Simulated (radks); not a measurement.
Species: Er3+. Configuration: [Xe] 4f9 5d2 (not the ground configuration). Calculated with a radial shooting solver on a logarithmic mesh with Libxc functionals: Dirac Kohn-Sham, PBE, spin-unpolarised, spherical densities, point nucleus; open shells fill j = l - 1/2 first.

Normalised radial functions P(r) = r R(r) (large component), r in bohr:

r	4d5/2	4f7/2	5d5/2
0.0007376	0.0000	0.0000	0.0000
0.0009837	0.0000	0.0000	0.0000
0.001312	0.0000	0.0000	0.0000
0.00175	0.0000	0.0000	0.0000
0.002334	0.0001	0.0000	0.0000
0.003113	0.0002	0.0000	0.0001
0.004152	0.0005	0.0000	0.0001
0.005538	0.0011	0.0000	0.0003
0.007386	0.0024	0.0000	0.0007
0.009851	0.0054	0.0000	0.0016
0.01314	0.0117	0.0001	0.0034
0.01752	0.0250	0.0004	0.0073
0.02337	0.0517	0.0010	0.0151
0.03117	0.1024	0.0028	0.0299
0.04158	0.1922	0.0076	0.0561
0.05546	0.3359	0.0196	0.0979
0.07456	0.5387	0.0485	0.1563
0.09945	0.7444	0.1088	0.2144
0.1326	0.8434	0.2239	0.2385
0.1769	0.6697	0.4150	0.1792
0.2359	0.1205	0.6792	0.0090
0.3147	-0.6722	0.9634	-0.2195
0.4197	-1.3151	1.1656	-0.3606
0.5598	-1.4377	1.1860	-0.2695
0.7467	-1.0606	1.0145	0.0563
0.9959	-0.5418	0.7333	0.4592
1.328	-0.1857	0.4453	0.7397
1.772	-0.0395	0.2208	0.7800
2.363	-0.0046	0.0851	0.6056
3.151	-0.0002	0.0236	0.3456
4.203	0.0000	0.0042	0.1343
5.606	0.0000	0.0004	0.0309

4d5/2: eigenvalue -212.22 eV, 1 radial node at r = 0.247 bohr, <r> = 0.581 bohr, 90 % of the charge inside 0.871 bohr. 4f7/2: eigenvalue -50.009 eV, 0 radial nodes, <r> = 0.709 bohr, 90 % of the charge inside 1.18 bohr. 5d5/2 (empty): eigenvalue -28.391 eV, 2 radial nodes at r = 0.239, 0.716 bohr, <r> = 1.94 bohr, 90 % of the charge inside 2.92 bohr.
